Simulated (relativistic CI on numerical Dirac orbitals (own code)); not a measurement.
Ligand-field terms of d7

Computed with a parametric ligand-field model of a d^n configuration (Racah B and C, spin-orbit zeta, crystal field), exact diagonalisation.

Field parameters in Wybourne normalisation: Oh B⁴₀ = 21Dq, B⁴₄ = √(5/14) B⁴₀; Td as Oh with Dq negative (B⁴₀ = 21Dq, B⁴₄ = √(5/14) B⁴₀). The field is a parameter set, without covalency.

Question: A d7 ion in Oh symmetry has the ground term 4T1 and bands at 2E 3179 cm⁻¹ (3145 nm), 4T2 8650 cm⁻¹ (1156 nm), 2T1 11317 cm⁻¹ (884 nm), 2T2 11745 cm⁻¹ (851 nm), 4T1 16950 cm⁻¹ (590 nm), 4A2 18300 cm⁻¹ (546 nm). Which parameters reproduce them?

Answer: B = 620, C = 2720, ζ = 0 cm⁻¹, Oh, 10Dq = 9650 cm⁻¹.

Question: Ground term and bands for B = 330, C = 1180, ζ = 0 cm⁻¹, Oh, 10Dq = 36750 cm⁻¹?

Answer: Ground term 2E with 1.00 electrons in the two orbitals of the cubic e set. Spin-allowed: 2T1 35695 cm⁻¹ (280 nm), 2T2 36004 cm⁻¹ (278 nm), 2T1 38206 cm⁻¹ (262 nm), 2T2 43977 cm⁻¹ (227 nm). Lowest spin-forbidden: 4T1 30750 cm⁻¹ (325 nm), 4T2 66609 cm⁻¹ (150 nm), 4T1 70667 cm⁻¹ (142 nm).

Question: Ground term and bands for B = 840, C = 3770, ζ = 0 cm⁻¹, Td, 10Dq = -8100 cm⁻¹?

Answer: Ground term 4A2 with 4.00 electrons in the two orbitals of the cubic e set. Spin-allowed: 4T2 8100 cm⁻¹ (1235 nm), 4T1 13403 cm⁻¹ (746 nm), 4T1 23497 cm⁻¹ (426 nm). Lowest spin-forbidden: 2E 16909 cm⁻¹ (591 nm), 2T1 17659 cm⁻¹ (566 nm), 2T2 22692 cm⁻¹ (441 nm). With an A2 ground term the first spin-allowed band lies at |10Dq| itself.

Question: A d7 ion in Oh symmetry has the ground term 2E and bands at 4T1 23402 cm⁻¹ (427 nm), 2T1 36423 cm⁻¹ (275 nm), 2T2 37186 cm⁻¹ (269 nm), 2T1 42072 cm⁻¹ (238 nm), 2T2 55313 cm⁻¹ (181 nm), 4T2 60416 cm⁻¹ (166 nm), 4T1 70379 cm⁻¹ (142 nm). Which parameters reproduce them?

Answer: B = 790, C = 3150, ζ = 0 cm⁻¹, Oh, 10Dq = 38900 cm⁻¹.

Question: Ground term and bands for B = 960, C = 3730, ζ = 0 cm⁻¹, Oh, 10Dq = 19800 cm⁻¹?

Answer: Ground term 2E with 1.05 electrons in the two orbitals of the cubic e set. Spin-allowed: 2T1 17466 cm⁻¹ (573 nm), 2T2 18131 cm⁻¹ (552 nm), 2T1 23455 cm⁻¹ (426 nm), 2T2 33885 cm⁻¹ (295 nm). Lowest spin-forbidden: 4T1 1526 cm⁻¹, 4T2 19569 cm⁻¹ (511 nm), 4T1 32211 cm⁻¹ (310 nm).
